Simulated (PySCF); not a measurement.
Compound: CH7BNP.
Numbering: `[CH3:1][NH:2][BH:3][PH2:4]` (hydrogens: H5, H6, H7 on C1; H8 on N2; H9 on B3; H10, H11 on P4)

Theory: EOM-IP-CCSD/aug-cc-pVDZ in PySCF, restricted Hartree–Fock reference, frozen core, non-relativistic, gas phase, PBE0-D3(BJ)/def2-SVP geometry.

The vertical ionisation energies are 9.05, 10.21, 11.41, 12.66, 13.47, 14.32, 15.20, 15.72 eV.

Which Hartree–Fock orbital leads each hole, and what is its Koopmans value −ε?

```csv
leading hole (HF orbital),Koopmans (eV),EOM-IP-CCSD (eV),change (eV),one-hole share
HOMO,9.52,9.05,-0.47,0.95
HOMO-1,11.12,10.21,-0.91,0.94
HOMO-2,12.17,11.41,-0.76,0.95
HOMO-3,13.51,12.66,-0.85,0.95
HOMO-4,14.43,13.47,-0.96,0.95
HOMO-5,15.39,14.32,-1.07,0.94
HOMO-6,16.35,15.20,-1.15,0.94
HOMO-7,17.16,15.72,-1.44,0.94
```

Does the order of the lines follow the orbital energies?

Yes, no two lines change places. The corrections run from -1.44 to -0.47 eV, with a mean of -0.95 eV over the 8 lines; no line lies above its Koopmans value.

At what kinetic energies would He II light (40.81 eV) eject these electrons?

31.76 eV (HOMO), 30.60 eV (HOMO-1), 29.40 eV (HOMO-2), 28.15 eV (HOMO-3), 27.34 eV (HOMO-4), 26.49 eV (HOMO-5), 25.61 eV (HOMO-6), 25.09 eV (HOMO-7).

One root was sought for each valence orbital with −ε under 21 eV, eight at most, so deeper holes and satellites are missing; no vibrational structure.

Conformer computed: `[CH3:1][NH:2][BH:3][PH2:4]`: C1–N2–B3–P4 174°, H–P4–B3–N2 133°, H–P4–B3–N2 36°.

One conformer stands for the species.
